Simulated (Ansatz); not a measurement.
Cost and result for the atomization energy of C₃H₉NSi, SMILES `CC([SiH3])C=N` (14 atoms, 13 bonds).

```csv
atom,x (Å),y (Å),z (Å)
C1,-1.569,0.320,-0.120
C2,-0.189,-0.228,0.247
Si3,1.043,1.185,0.532
C4,0.360,-1.128,-0.812
N5,0.997,-2.212,-0.676
H6,-1.534,0.878,-1.059
H7,-1.946,0.996,0.650
H8,-2.295,-0.488,-0.243
H9,-0.240,-0.785,1.191
H10,1.255,1.923,-0.742
H11,0.485,2.122,1.544
H12,2.340,0.647,1.013
H13,0.198,-0.777,-1.839
H14,1.096,-2.453,0.313
```

Charge 0, multiplicity 1. All single points use the PBE0-D4/def2-TZVP geometry. It is one conformer, not always the lowest. Program: Ansatz. All runs use 4 threads of an Arm Neoverse V1 on a shared host. Times are those of one run each, without the atoms' runs, and a repeat can differ threefold. Electronic energies, without spin–orbit coupling; frozen cores. CCSD(T)/CBS adds CCSD(T) − MP2 in def2-TZVPP to the MP2 limit, and its time is that of the two runs behind it. T1 = 0.012. B3LYP takes the VWN-RPA correlation (the form of Gaussian; ORCA's B3LYP/G).

CCSD(T)/CBS is a level of theory with its own doubt, some kJ/mol a heavy atom from the limit and from the frozen cores, so smaller differences don't rank the functionals.

```tsv
level	functions	wall time
PBE-D4/def2-TZVPP (with forces)	292	3.5 s
PBE0-D4/def2-TZVPP	292	3.6 s
B3LYP-D4/def2-TZVPP (with forces)	292	6 s
r2SCAN-D4/def2-TZVPP (with forces)	292	6.5 s
B2PLYP/def2-TZVPP	292	7 s
ωB97X-V/def2-TZVPP	292	9.5 s
ωB97M-V/def2-TZVPP (with forces)	292	14 s
MP2/def2-QZVPP	568	34 s
CCSD(T)/def2-TZVPP	292	4.3 min
CCSD(T)/CBS(def2)	–	4.9 min
```

Problem. What atomization energy does each give, and how far from CCSD(T)/CBS? (An estimate is asked.)

Solution. Ansatz gave: 
```csv
level,atomization (kcal/mol),difference from CCSD(T)/CBS,per bond
PBE-D4/def2-TZVPP (with forces),1263.3,22.1,1.7
PBE0-D4/def2-TZVPP,1245.1,3.9,0.3
B3LYP-D4/def2-TZVPP (with forces),1245.6,4.4,0.3
r2SCAN-D4/def2-TZVPP (with forces),1241.4,0.2,0.0
B2PLYP/def2-TZVPP,1229.8,-11.4,-0.9
ωB97X-V/def2-TZVPP,1246.5,5.3,0.4
ωB97M-V/def2-TZVPP (with forces),1245.9,4.7,0.4
MP2/def2-QZVPP,1238.3,-2.9,-0.2
CCSD(T)/def2-TZVPP,1211.1,-30.1,-2.3
CCSD(T)/CBS(def2),1241.2,0.0,0.0
```

The D4 term adds +11.0 kcal/mol with B3LYP and +5.8 kcal/mol with PBE0; it sums over pairs of atoms, weighted by their polarisabilities, and B3LYP, whose exchange is more repulsive, gets the larger term. From PBE to PBE0 (25 % exact exchange), in def2-TZVPP and without D4, the atomization energy moves by −17.2 kcal/mol: exact exchange takes away binding that semilocal exchange gives to molecules. In def2-TZVPP, CCSD(T) changes the Hartree–Fock value by +300.7 kcal/mol (the triples alone add +16.8 kcal/mol) and MP2 by +310.1 kcal/mol; breaking electron pairs costs correlation energy, which Hartree–Fock lacks.
